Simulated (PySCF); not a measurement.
C3H6O3Si.
Atom-mapped SMILES: `[CH2:1]=[C:2]([O:3][SiH3:4])[C:5](=[O:6])[OH:7]` (hydrogens: H8, H9 on C1; H10, H11, H12 on Si4; H13 on O7)

Cartesian coordinates in Å at the GFN2-xTB level; atoms count from 1:
```xyz
13
C3H6O3Si angstrom
C      1.3949    1.4904    0.3823
C      0.4619    0.5694    0.1273
O     -0.8266    0.7487    0.4021
Si    -2.1179   -0.2487    0.1719
C      0.7946   -0.7387   -0.4862
O     -0.0476   -1.5767   -0.7097
O      2.0825   -0.9187   -0.7693
H      1.1299    2.4318    0.8277
H      2.4253    1.3052    0.1481
H     -2.0431   -1.4533    0.9885
H     -2.3797   -0.5044   -1.2391
H     -3.0947    0.6914    0.7196
H      2.2162   -1.7958   -1.1648
```

The closed-shell ground state was solved at several levels (PySCF, density fitting, gas phase, non-relativistic).

```json
{"level": "wB97X-D/def2-SVPD", "basis functions": "201", "total energy (Eh)": "-632.6692", "HOMO (eV)": "-9.18", "LUMO (eV)": "0.14", "gap (eV)": "9.32", "dipole (D)": "2.29"}
{"level": "PBE0/def2-SVPD", "basis functions": "201", "total energy (Eh)": "-632.2897", "HOMO (eV)": "-7.37", "LUMO (eV)": "-1.66", "gap (eV)": "5.71", "dipole (D)": "2.26"}
```

(1) Estimate the row for PBE0/pcSseg-1, a basis of 156 functions; the other rows only guide the guess.

(2) Over all these levels, which gives the widest orbital gap and which the narrowest?

(3) How far do the dipole and the HOMO energy spread over the levels?

## Answers

(1) Total energy -632.5668 Eh, HOMO -7.31 eV, LUMO -1.52 eV, gap 5.79 eV, dipole 2.27 D.

(2) wB97X-D/def2-SVPD (range-separated hybrid) has the widest, 9.32 eV, and PBE0/def2-SVPD (global hybrid, 25 % exact exchange) the narrowest, 5.71 eV. The two share the basis. From the narrowest to the widest the HOMO moves by -1.81 eV and the LUMO by +1.80 eV.

(3) The dipole runs from 2.26 to 2.29 D (mean 2.28 D) and the HOMO from -9.18 to -7.31 eV.

One conformer stands for the species.

Note: wB97X-D ran without an empirical dispersion term, which enters the total energy and its gradient alone.
